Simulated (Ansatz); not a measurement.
Consider the redistribution: `[Cl][GeH2][SeH]` + `O[SiH]1N=C1Cl` → `[Cl][GeH]([Cl])[SeH]` + `O[SiH]1C=N1`.

Computed with Ansatz on PBE0-D4/def2-TZVP structures; ΔE is electronic, products minus reactants. CCSD(T)/CBS is the MP2 limit (def2-TZVPP, def2-QZVPP) plus CCSD(T) − MP2 in def2-TZVPP, frozen cores. Functionals use def2-TZVPP. B3LYP here is the variant with VWN-RPA as its local correlation; programs differ in this. For Ge, Se outer-core shells are correlated without core-valence functions, which leaves a few kJ/mol of doubt a bond. Scalar relativity is left out up to krypton. Each species was taken in one conformer, which may not be the lowest.

```
        level  ΔE (kJ/mol)
    r2SCAN-D4        -98.1
     B3LYP-D4       -100.3
   r2SCANh-D4       -100.3
   r2SCAN0-D4       -103.2
       B2PLYP       -101.5
         BLYP        -91.4
    CAM-B3LYP       -100.1
MP2/CBS(def2)       -106.7
```

(1) What does CCSD(T)/CBS give? (Estimate.)

Largest T1 diagnostic among the species: 0.014.

Results:

(1) The calculation gave: -106.3 kJ/mol. The listed levels differ from it by 8.2, 6.0, 6.0, 3.1, 4.8, 14.9, 6.2, -0.4 kJ/mol.

In def2-TZVPP, CCSD(T) changes the Hartree–Fock value by +11.2 kJ/mol (the triples alone add +2.7 kJ/mol) and MP2 by +10.8 kJ/mol. From BLYP to BHLYP (50 % exact exchange), in def2-TZVPP and without D4, ΔE moves by −15.2 kJ/mol.
